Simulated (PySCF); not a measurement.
Species: C3H7FSSi.
Atom-mapped SMILES: `[CH2:1]=[C:2]([SiH2:3][F:4])[S:5][CH3:6]` (hydrogens: H7, H8 on C1; H9, H10 on Si3; H11, H12, H13 on C6)

Computed by this run: PBE0-D3(BJ)/def2-SVP geometry optimisation, gas phase in PySCF; density fitting, grid level 1; the optimiser is geomeTRIC in internal coordinates, started from a GFN2-xTB structure with every atom displaced at random (about 0.01 Å).

Step 0: E = -24632.0059 eV
```
atom  x, y, z in Å  |  force x, y, z in eV/Å
C1     -0.3056    1.1290    0.0470   -0.762   2.126   0.354
C2     -0.4881   -0.1637   -0.0646    0.389  -2.419  -0.417
Si3    -2.1359   -1.0442    0.2640    1.691   0.175   0.486
F4     -3.1365    0.1129    0.6589   -1.330   1.419   0.401
S5      0.7966   -1.2893   -0.5388    0.105   0.080   0.009
C6      2.2453   -0.2128   -0.7925   -1.285  -0.283   0.866
H7      0.6101    1.6719   -0.1463    0.493  -0.029  -0.088
H8     -1.1425    1.7754    0.3309   -0.083  -0.067   0.055
H9     -2.0342   -1.9013    1.4595    0.094  -0.404   0.024
H10    -2.6520   -1.6723   -0.9160   -0.276  -0.694  -0.868
H11     2.0384    0.4830   -1.5842   -0.084   0.674  -0.617
H12     2.5032    0.2987    0.1393    0.092   0.139   0.106
H13     3.0307   -0.8709   -1.0830    0.955  -0.718  -0.311
```

Step 1: E = -24632.2081 eV
```
atom  x, y, z in Å  |  force x, y, z in eV/Å
C1     -0.3293    1.1621    0.0665    0.147  -0.330  -0.049
C2     -0.4374   -0.1784   -0.0443   -0.310   0.351   0.138
Si3    -2.1088   -0.9723    0.2817   -0.134  -0.001  -0.150
F4     -3.2003    0.1999    0.6439    0.435  -0.335  -0.097
S5      0.8130   -1.3185   -0.4776   -0.014  -0.015  -0.010
C6      2.2164   -0.2486   -0.7970    0.244   0.031  -0.157
H7      0.6030    1.7049   -0.1105    0.013   0.017  -0.006
H8     -1.1977    1.7545    0.3546   -0.103   0.056   0.009
H9     -2.0112   -1.9448    1.4010   -0.075   0.082   0.147
H10    -2.5745   -1.7096   -0.9301   -0.053   0.133   0.032
H11     1.9921    0.4580   -1.6146    0.032  -0.067   0.085
H12     2.5102    0.3077    0.1063   -0.007  -0.016  -0.010
H13     3.0541   -0.8989   -1.1056   -0.173   0.094   0.066
```

Step 2: E = -24632.2271 eV
```
atom  x, y, z in Å  |  force x, y, z in eV/Å
C1     -0.3334    1.1572    0.0639   -0.066  -0.027   0.013
C2     -0.4474   -0.1789   -0.0454    0.005   0.080   0.006
Si3    -2.1031   -0.9926    0.2773   -0.136   0.020   0.009
F4     -3.1622    0.1934    0.6444    0.105  -0.073  -0.024
S5      0.8114   -1.3084   -0.4889    0.065  -0.037  -0.024
C6      2.2253   -0.2419   -0.7973    0.038   0.018  -0.017
H7      0.5976    1.7025   -0.1156    0.004  -0.024  -0.003
H8     -1.2065    1.7522    0.3455    0.004  -0.002   0.002
H9     -2.0333   -1.9395    1.4243    0.004   0.037   0.015
H10    -2.6034   -1.7042   -0.9313    0.012   0.028  -0.002
H11     2.0114    0.4726   -1.6066   -0.002  -0.008   0.010
H12     2.5227    0.3015    0.1120   -0.008  -0.004   0.006
H13     3.0507   -0.8975   -1.1078   -0.026  -0.007   0.012
```

**Question.** Estimate the geometry and energy of step 3. (The exact step hangs on the optimiser's Hessian estimate; all steps are aligned on step 2, rigid shifts and turns removed.)

**Answer.** E = -24632.2282 eV, largest force 0.068 eV/Å
```
atom  x, y, z in Å  |  force x, y, z in eV/Å
C1     -0.3489    1.1481    0.0634    0.064   0.016  -0.013
C2     -0.4454   -0.1873   -0.0520   -0.024  -0.055  -0.006
Si3    -2.1039   -0.9927    0.2769   -0.018  -0.031   0.015
F4     -3.1404    0.2079    0.6445   -0.018   0.014   0.003
S5      0.8218   -1.3100   -0.5017   -0.024   0.031   0.003
C6      2.2356   -0.2393   -0.7983   -0.016   0.020   0.017
H7      0.5807    1.6947   -0.1185    0.000   0.031   0.006
H8     -1.2254    1.7359    0.3504    0.020  -0.014  -0.008
H9     -2.0398   -1.9259    1.4350   -0.001   0.003  -0.005
H10    -2.6168   -1.6969   -0.9291    0.001  -0.006  -0.006
H11     2.0244    0.4798   -1.6035    0.001   0.004  -0.006
H12     2.5288    0.2972    0.1163   -0.001   0.001   0.002
H13     3.0590   -0.8954   -1.1090    0.014  -0.014  -0.003
```

The energy changes by -0.0011 eV. The first-order estimate −F·Δx gives -0.0038 eV and the mean of the old and new forces, exact on a quadratic surface, -0.0011 eV. The step makes an angle of 75° with the force vector and moves no atom by more than 0.026 Å.

What follows is the cost of the whole optimisation. On one thread, Arm Neoverse V1 (aarch64) (shared host), this took 41 s of wall time and 0.52 GiB of memory at its peak.
